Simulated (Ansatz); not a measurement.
C3H7N, SMILES `[H]/N=C\CC` (C–C–C–N torsion 122°) (charge 0, multiplicity 1).

Calculation: r2SCAN/cc-pVTZ // PBE0-D3(BJ)/def2-TZVP run with Ansatz (a first-principles code).

Ansatz 0.2 input:
```yaml
crystal:
  periodic: [false, false, false]
  atoms:
    - { symbol: C, position_ang: [-1.317738, -0.262855, 0.138775] }
    - { symbol: C, position_ang: [-0.017755, -0.25211, -0.65737] }
    - { symbol: C, position_ang: [0.967593, 0.730896, -0.107356] }
    - { symbol: N, position_ang: [2.140701, 0.512501, 0.306493] }
    - { symbol: H, position_ang: [-2.042174, -0.948091, -0.304941] }
    - { symbol: H, position_ang: [-1.14263, -0.575113, 1.170555] }
    - { symbol: H, position_ang: [-1.771268, 0.731128, 0.163906] }
    - { symbol: H, position_ang: [0.434299, -1.248644, -0.677819] }
    - { symbol: H, position_ang: [-0.23367, 0.025584, -1.696302] }
    - { symbol: H, position_ang: [0.610033, 1.766292, -0.051909] }
    - { symbol: H, position_ang: [2.372603, -0.479589, 0.214727] }
basis:
  gaussian: { orbitals: cc-pVTZ }
hamiltonian:
  xc: r2scan
```

Output:

```
Functional definition: r2SCAN
1087 factors; their error is unknown
mean field evaluation 1: about -4702.7854 eV, gradient 6.9e1 eV
mean field evaluation 2: about -4694.7886 eV, gradient 8.8e1 eV
mean field evaluation 4: about -4713.3442 eV, gradient 9.6e0 eV
mean field evaluation 8: about -4713.5524 eV, gradient 1.2e-1 eV
mean field evaluation 16: about -4713.5275 eV, gradient 9.9e-5 eV
mean field -4713.52750503 eV, -173.2189408663 hartree, gradient 4.2e-5 eV, S^2 0.000000; 0 other end points of the search recorded, 0 dependent functions left out
reference -4713.52751565 eV, -173.2189412563 hartree; 16, 16 occupied and 202, 202 virtual orbitals, 1087 factors
Total energy: -4713.52751565 eV, -173.2189412563 hartree
```
